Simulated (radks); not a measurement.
Species: Pt I. Configuration: [Xe] 4f14 5d9 6s1. All-electron calculation, scalar-relativistic Kohn-Sham, MS2 meta-GGA, spin-polarised, spherical densities, finite nucleus; open shells are filled with parallel spins first (spin-orbit coupling, left out, can overturn this in heavy ions); meta-GGA in the generalised Kohn-Sham scheme; Fermi nuclear charge, rms radius 5.427 fm. Program: a radial shooting solver on a logarithmic mesh with Libxc functionals. Some entries of the table are withheld. Estimate them.

orbital  occ.  eigenvalue (hartree)  <r> (bohr)  r(max) (bohr)
1s up       1             -2883.040     0.01715        0.01061
1s down     1             -2883.039     0.01715        0.01061
2s up       1             -506.8463     0.07232        0.06118
2s down     1             -506.8443     0.07232        0.06118
2p up       3             -439.1081     0.06523        0.05060
2p down     3             -439.1063     0.06523        0.05060
3s up       1             -119.2506      0.1869         0.1724
3s down     1             -119.2502      0.1869         0.1724
3p up       3             -99.46035      0.1881         0.1716
3p down     3             -99.45958      0.1881         0.1716
3d up       5             -78.02039      0.1705         0.1399
3d down     5             -78.01863      0.1705         0.1399
4s up       1             -25.73695      0.4148         0.3899
4s down     1             -25.73433      0.4148         0.3899
4p up       3             -19.23404      0.4415         0.4099
4p down     3             -19.23166      0.4415         0.4099
4d up       5             -11.32834      0.4680         0.4181
4d down     5             -11.32535      0.4680         0.4182
5s up       1              -3.75606      0.9551         0.8696
5s down     1              -3.73938      0.9540         0.8691
4f up       7              -2.57691      0.5165         0.3853
4f down     7              -2.57235      0.5161         0.3853
5p up       3                   (1)       1.106         0.9789
5p down     3                   (2)       1.104         0.9779
5d up       5              -0.23975       1.702          1.262
6s up       1              -0.22266       2.902          2.387
5d down     4              -0.20657       1.689          1.255
6s down     0              -0.18122       2.959          2.388

Answer. 
(1) 5p up eigenvalue (hartree): -2.07731
(2) 5p down eigenvalue (hartree): -2.05620
